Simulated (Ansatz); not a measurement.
Cost and result for the atomization energy of `CN[SiH2][AlH2]` (12 atoms, 11 bonds).

```xyz
12

C    -1.476   -0.427    0.999
N    -1.127    0.638    0.082
Si    0.530    1.039   -0.229
Al    1.983   -0.787   -1.062
H    -2.527   -0.358    1.290
H    -0.887   -0.326    1.915
H    -1.300   -1.437    0.602
H    -1.760    0.710   -0.699
H     1.116    1.586    1.034
H     0.510    2.149   -1.229
H     3.549   -0.569   -1.262
H     1.389   -2.217   -1.442
```

The species carries charge 0 and has multiplicity 1. The structure was optimised at the PBE0-D4/def2-TZVP level. It is one conformer, not always the lowest. Program: Ansatz. All runs use 4 threads of an Arm Neoverse V1 on a shared host. Times are those of one run each, without the atoms' runs, and a repeat can differ threefold. Electronic energies, without spin–orbit coupling; frozen cores. CCSD(T)/CBS adds CCSD(T) − MP2 in def2-TZVPP to the MP2 limit, and its time is that of the two runs behind it. T1 = 0.011. B3LYP takes the VWN-RPA correlation (the form of Gaussian; ORCA's B3LYP/G).

CCSD(T)/CBS is a level of theory with its own doubt, some kJ/mol a heavy atom from the limit and from the frozen cores, so smaller differences don't rank the functionals.

```
                             level  functions  wall time  atomization (kJ/mol)  difference from CCSD(T)/CBS  per bond
   PBE-D4/def2-TZVPP (with forces)        258      2.7 s                3781.6                          7.8       0.7
                PBE0-D4/def2-TZVPP        258      2.8 s                3746.4                        -27.4      -2.5
 B3LYP-D4/def2-TZVPP (with forces)        258      4.6 s                3779.2                          5.4       0.5
r2SCAN-D4/def2-TZVPP (with forces)        258      4.8 s                3760.0                        -13.8      -1.3
                 B2PLYP/def2-TZVPP        258      5.5 s                3722.1                        -51.7      -4.7
                ωB97X-V/def2-TZVPP        258        8 s                3797.6                         23.8       2.2
  ωB97M-V/def2-TZVPP (with forces)        258       12 s                3776.4                          2.6       0.2
                    MP2/def2-QZVPP        494       21 s                3726.4                        -47.4      -4.3
                CCSD(T)/def2-TZVPP        258      100 s                3671.3                       -102.5      -9.3
                 CCSD(T)/CBS(def2)          –    2.1 min                3773.8                          0.0       0.0
```

In def2-TZVPP, CCSD(T) changes the Hartree–Fock value by +907.9 kJ/mol (the triples alone add +40.3 kJ/mol) and MP2 by +901.8 kJ/mol; breaking electron pairs costs correlation energy, which Hartree–Fock lacks. From PBE to PBE0 (25 % exact exchange), in def2-TZVPP and without D4, the atomization energy moves by −31.9 kJ/mol: exact exchange takes away binding that semilocal exchange gives to molecules. The D4 term adds +36.3 kJ/mol with B3LYP and +19.3 kJ/mol with PBE0; it sums over pairs of atoms, weighted by their polarisabilities, and B3LYP, whose exchange is more repulsive, gets the larger term.
